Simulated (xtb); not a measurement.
xtb input:

```bash
xtb mol.xyz --gfn 1 --sp --chrg 1 --uhf 0
```
mol.xyz:
```
4

Ge    -0.00000000     0.00000000    -0.00000000
H     -0.88257558    -1.24273075    -0.02355332
H     -0.63495431     1.38589484     0.00161732
H      1.51752989    -0.14316410     0.02193600
```

Task: Which total energy does the run end on?

Result: -2.73700 Eh (GFN1-xTB).
